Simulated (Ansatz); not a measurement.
CH₃F₃SeSn, SMILES `C[Se][Sn]([F])([F])[F]`. Charge 0, multiplicity 1. Sn: def2 effective core potential.

```
atom    x (Å)    y (Å)    z (Å)
  C1   1.4911  -0.7538  -0.4399
 Se2  -0.2001  -1.5781   0.1292
 Sn3  -1.4092   0.5529   0.4239
  F4  -0.6287   1.7179   1.7031
  F5  -3.2156   0.3479   0.9518
  F6  -1.4414   1.6311  -1.1383
  H7   1.3491  -0.1850  -1.3550
  H8   1.9008  -0.1365   0.3552
  H9   2.1540  -1.5964  -0.6299
```

List the harmonic frequencies (cm⁻¹, unscaled) at PBE0-D4/def2-TZVP in Ansatz. (Estimate.)

Ansatz gave: 16i, 75, 100, 138, 144, 167, 180, 190, 271, 593, 641, 645, 656, 927, 936, 1314, 1460, 1470, 3086, 3187, 3202.
